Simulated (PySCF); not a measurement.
C2H6BNO3.
Atom-mapped SMILES: `[CH3:1][C:2](=[O:3])[NH:4][B:5]([OH:6])[OH:7]` (hydrogens: H8, H9, H10 on C1; H11 on N4; H12 on O6; H13 on O7)

Cartesian coordinates in Å at the PBE0-D3(BJ)/def2-SVP level; atoms count from 1:
```xyz
13
C2H6BNO3 angstrom
C      1.878   -0.001   -1.118
C      0.695    0.467   -0.313
O      0.568    1.635    0.027
N     -0.222   -0.488    0.023
B     -1.429   -0.216    0.802
O     -2.230   -1.287    1.054
O     -1.705    1.030    1.230
H      2.488    0.865   -1.397
H      2.488   -0.698   -0.522
H      1.551   -0.533   -2.025
H     -0.043   -1.435   -0.288
H     -2.998   -1.025    1.572
H     -0.976    1.617    0.933
```

Jobs on this species (13 atoms, 54 electrons) with PySCF (density fitting). Hardware of each: an Arm Neoverse V2 with one thread, on a shared host. The host was shared with other jobs, so the times are rough. Peak memory is the resident size of the whole Python process, interpreter and libraries included.

Question: Rank these jobs by wall time, shortest first.
A. mPW1PW91/pcSseg-1; shieldings; 149 basis functions
B. CAM-B3LYP/def2-SVPD; 10 singlets by full TDDFT, 4 Tamm–Dancoff triplets, polarisability, ΔSCF ions; 197 basis functions
C. PBE0/STO-3G; shieldings, charges and field gradients; 41 basis functions
D. PBE0/6-31G; shieldings, charges and field gradients; 75 basis functions

Answer: C (3.4 s), D (7.3 s), A (15 s), B (1.8 min).

All jobs:

```tsv
level and settings	work	basis functions	SCF cycles	wall time	peak memory
PBE0/STO-3G	shieldings, charges and field gradients	41	13	3.4 s	0.40 GiB
PBE0/6-31G	shieldings, charges and field gradients	75	14	7.3 s	0.48 GiB
PBE0/6-31G*	10 singlets by full TDDFT, 4 Tamm–Dancoff triplets, polarisability	110	14	14 s	0.63 GiB
mPW1PW91/pcSseg-1	shieldings	149	14	15 s	0.78 GiB
B97-D/pcSseg-1	shieldings	149	15	18 s	0.77 GiB
BP86/pcSseg-1	shieldings	149	15	20 s	0.77 GiB
BHandHLYP/def2-SVPD	10 singlets by full TDDFT, 4 Tamm–Dancoff triplets, polarisability, ΔSCF ions	197	13	97 s	0.89 GiB
PBE0/def2-SVPD	10 singlets by full TDDFT, 4 Tamm–Dancoff triplets, polarisability, ΔSCF ions	197	14	1.7 min	0.89 GiB
CAM-B3LYP/def2-SVPD	10 singlets by full TDDFT, 4 Tamm–Dancoff triplets, polarisability, ΔSCF ions	197	14	1.8 min	0.99 GiB
```

What do all jobs in the table cost together?

About 6.4 min; the longest takes about 28 % of that, and about 32 times as long as the shortest.
